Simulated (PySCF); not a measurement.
**Dipole moment and polarisability of `C=N[SiH]1SCCS1`**

C3H7NS2Si.
Cartesian coordinates in Å at the GFN2-xTB level; atoms count from 1:
```
atom  x, y, z in Å
C1     3.1898    0.2917    0.1821
N2     1.9408    0.3246    0.1531
Si3    0.7200   -0.6439   -0.5481
S4    -0.6053   -1.1445    1.0584
C5    -2.0893   -0.4579    0.2468
C6    -1.7841    0.8630   -0.4173
S7    -0.5147    0.6669   -1.7130
H8     3.7222    1.0754    0.7119
H9     3.7994   -0.4803   -0.2893
H10    0.9872   -1.8240   -1.3571
H11   -2.8359   -0.3328    1.0311
H12   -2.4466   -1.1895   -0.4785
H13   -1.4148    1.5899    0.3060
H14   -2.6693    1.2610   -0.9133
```

Level: CAM-B3LYP/def2-SVPD (PySCF), static field, nuclei fixed, core orbitals frozen in the response. The polarisability tensor in these axes (au):

```
x   131.95  -0.98   1.03
y    -0.98  92.56  -5.85
z     1.03  -5.85  96.88
```

**Question.** Diagonalise the tensor; give its mean and Δα, where Δα² is half the sum of the squared differences of the eigenvalues.

**Answer.** Principal values 88.48, 100.90 and 132.01 au; mean 107.13 au = 15.88 Å³ = 17.66 × 10⁻⁴⁰ C²·m²/J; Δα = 38.84 au (36 % of the mean).

**Question.** What is the dipole moment, and where does it point?

**Answer.** (0.79, 0.01, 0.05) D, 0.79 D in size, pointing from the negative to the positive side. Measured along this direction, the outermost atoms are H11 and H14 at the negative end and H8 and H9 at the positive end.

**Question.** What are the principal values of the traceless quadrupole moment, Θ = ½Σq(3rr − r²1), about the centre of nuclear charge?

**Answer.** -14.07, -6.50, 20.56 D·Å. The values depend on the origin, since the dipole doesn't vanish. The electronic extent ⟨r²⟩ about the same centre is 1295 bohr², a root-mean-square distance of 2.16 Å for the 78 electrons.

**Question.** In TDDFT the mean static polarisability is Σ f/ω² over all singlet excitations (ω in hartree). How much of it do the 8 lowest give? Their energies (eV) and oscillator strengths: 3.95, 0.0004; 5.20, 0.0103; 5.30, 0.0061; 5.40, 0.0303; 5.47, 0.0039; 6.32, 0.0485; 6.51, 0.0214; 6.62, 0.0166.

**Answer.** They add up to 2.88 au, 2.7 % of the 107.13 au; the largest single term is 0.90 au, from the state at 6.32 eV. Terms in order: 0.02, 0.28, 0.16, 0.77, 0.10, 0.90, 0.37, 0.28 au. Higher excitations give the rest. The strengths listed sum to 0.137.

**Question.** Refractivity n − 1 of an ideal gas of it at 500 K and 1 atm, from the electronic α?

**Answer.** N = p/kT = 1.4678 × 10¹⁹ cm⁻³, so n − 1 = 2π × N × 15.88 × 10⁻²⁴ cm³ = 1464 × 10⁻⁶ at long wavelengths.

The structure is a single GFN2-xTB conformer in the gas phase; no vibrational or solvent corrections.

These values come from a run that also computed excited states. On an Intel Xeon at 2.70 GHz with one thread, shared host, this took 91 s of wall time (with the writing of density and orbital grids) and 0.97 GiB of memory at its peak.
